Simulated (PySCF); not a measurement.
## Radial density of Co (cobalt, neutral)

LC-wPBE, [Ar] 3d7 4s1 4p1, one real determinant (an excited configuration). Computed with PySCF 2.14 in x2c-QZVPPall with one added diffuse shell each of s, p, d, f, g type (12s8p6d5f3g, 128 functions), with the spin-free X2C one-electron Hamiltonian (Gaussian nucleus).

```tsv
r (bohr)	4πr²ρ (e/bohr)	4πr²(ρα − ρβ)
0.00119	0.3153	0.0001
0.00199	0.7988	0.0003
0.00335	1.971	0.0007
0.00564	4.654	0.0017
0.00949	10.16	0.0037
0.0160	19.41	0.0068
0.0268	29.67	0.0091
0.0452	32.14	0.0063
0.0759	25.92	0.0081
0.128	31.35	0.0821
0.215	34.33	0.4193
0.361	15.75	1.5510
0.608	18.26	2.9324
1.02	11.07	2.0647
1.72	2.436	1.0666
2.89	0.8497	0.7283
4.87	0.2130	0.2090
8.18	0.01196	0.0120
13.8	3.423e-05	0.0000
```

Densities and radii are taken from the X2C orbitals without a picture-change correction, which distorts them close to the nucleus.

⟨L²⟩ = 13.94 against 20 for a pure G term, so this real determinant mixes terms.
